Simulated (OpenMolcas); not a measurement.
Ag2+ among 2 point charges of -2 e arranged as a linear pair (D∞h), 1.99 Å from the ion.
```
   0.0000    0.0000    1.9900  -2.00
   0.0000    0.0000   -1.9900  -2.00
```

```
Program             : OpenMolcas 26.06
Method              : CASSCF
Basis               : ANO-RCC-VTZP [7s6p4d2f1g]
Scalar Hamiltonian  : DKH2, point nucleus
Active space        : 9 electrons in 5 orbitals (4d)
State averaging     : 2S+1 = 2 even, 5 roots
Spin-orbit coupling : RASSI with atomic mean-field integrals over the reference wave functions
```

**Question.** What is the spin-free ground state (labels by Λ)?

**Answer.** 2Σ, 1-fold in its orbital part, 100 % from free-ion D terms; it has the highest spin that d9 allows.

**Question.** Where is the first state of the same spin?

**Answer.** 2Π at 4410 cm-1 above the ground state.

**Question.** What are the lowest two levels with spin-orbit coupling?

**Answer.** A 2-fold level with g = 1.78, 3.29, 3.29, then a 2-fold level 4042 cm-1 above it. Their leading multiplicities are 2 (100 %) and 2 (100 %).

**Question.** What is χT at 300 K, and how does it compare with the textbook value?

**Answer.** The lowest level has 2S+1 = 2, for which the spin-only value is χT = S(S+1) / 2 = 0.375 cm3 K/mol (g = 2). The computed 0.841 at 300 K differs by +0.466, through orbital momentum, spin-orbit coupling and any other state in reach.

This is an electrostatic model: the charges have no orbitals. No measured value stands beside these numbers.
